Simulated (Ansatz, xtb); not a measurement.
# Relative energy of two isomers of CH8SiSn

Structure X: `C[SiH2][SnH3]`, a singlet. Structure Y: `[CH3][SnH2][SiH3]`, a singlet. Both are isolated molecules in the gas phase, relaxed with B3LYP-D3(BJ)/def2-SVP.

Quicker runs give these differences E(Y) − E(X): GFN2-xTB +19.1 kJ/mol; HF/STO-3G +2.9 kJ/mol (at GFN2-xTB geometries); r2SCAN-D4/def2-SVP +17.5 kJ/mol (at GFN2-xTB geometries).

Task: Estimate E(Y) − E(X) at the level CCSD(T)/def2-SVP + ΔMP2/def2-TZVPP.

Result: Calculated at CCSD(T)/def2-SVP + ΔMP2/def2-TZVPP: E(Y) − E(X) = +11.4 kJ/mol, so structure X lies lower.

Level by level:

```csv
level,geometry,E(Y) − E(X) (kJ/mol),departure from the last row (kJ/mol),"job, with rough time for the two"
GFN2-xTB,GFN2-xTB,+19.1,+7.7,"optimisation, 0.15 s"
HF/STO-3G,GFN2-xTB,+2.9,−8.6,"single point, 0.76 s"
r2SCAN-D4/def2-SVP,GFN2-xTB,+17.5,+6.0,"single point, 3.4 s"
B3LYP-D3(BJ)/def2-SVP,B3LYP-D3(BJ)/def2-SVP,+17.7,+6.3,"optimisation, 36 s"
HF/def2-SVP,B3LYP-D3(BJ)/def2-SVP,+18.7,+7.3,part of the CCSD(T) run
MP2/def2-SVP,B3LYP-D3(BJ)/def2-SVP,+14.7,+3.3,part of the CCSD(T) run
CCSD(T)/def2-SVP,B3LYP-D3(BJ)/def2-SVP,+14.9,+3.5,single point
CCSD(T)/def2-SVP + ΔMP2/def2-TZVPP,B3LYP-D3(BJ)/def2-SVP,+11.4,,"single point, 24 s"
```

As drawn, Y has 1 C–Sn, 1 Si–H in place of 1 C–Si, 1 Sn–H.

The levels shown agree on the order. The largest departure from CCSD(T)/def2-SVP + ΔMP2/def2-TZVPP is that of HF/STO-3G, 8.6 kJ/mol. The last row adds to CCSD(T) the change of the MP2 difference between the two basis sets, here −3.5 kJ/mol.

With harmonic frequencies from B3LYP-D3(BJ)/def2-SVP (ideal gas, rigid rotor, one conformer each, 400 K, 1 atm): on the last row, ΔE + ΔZPE = +12.1, ΔH = +13.0, ΔG = +10.3 kJ/mol.

The correlated steps freeze 10 core orbitals; the filled d shell of Sn is correlated, in a basis made for valence electrons. Atoms past krypton carry core potentials in the def2 sets, other sets are all-electron and non-relativistic, and no spin–orbit term is included. Programs: Ansatz 0.2.0, xtb 6.7.1; the last row on 2 threads of Arm Neoverse V1 on a shared host.
